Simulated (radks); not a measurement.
Question: All-electron atom: Ga2+ in [Ar] 3d10 4s1. Method: Dirac Kohn-Sham, PBE, spin-unpolarised, spherical densities, finite nucleus; Fermi nuclear charge, rms radius 3.9973 fm; computed with a radial shooting solver on a logarithmic mesh with Libxc functionals. Some entries of the table are withheld. Estimate them.

orbital  occ.  eigenvalue (eV)  r(max) (bohr)
1s1/2       2        -10247.50        0.03178
2s1/2       2        -1282.045         0.1825
2p1/2       2              (1)            (2)
2p3/2       4              (3)            (4)
3s1/2       2        -168.4101         0.5647
3p1/2       2              (5)         0.5616
3p3/2       4              (6)         0.5699
3d3/2       4         -39.6331         0.5318
3d5/2       6         -39.1671         0.5348
4s1/2       1         -26.0668          1.778

Answer: 
(1) 2p1/2 eigenvalue (eV): -1137.239
(2) 2p1/2 r(max) (bohr): 0.1445
(3) 2p3/2 eigenvalue (eV): -1109.580
(4) 2p3/2 r(max) (bohr): 0.1474
(5) 3p1/2 eigenvalue (eV): -121.6072
(6) 3p3/2 eigenvalue (eV): -117.9846
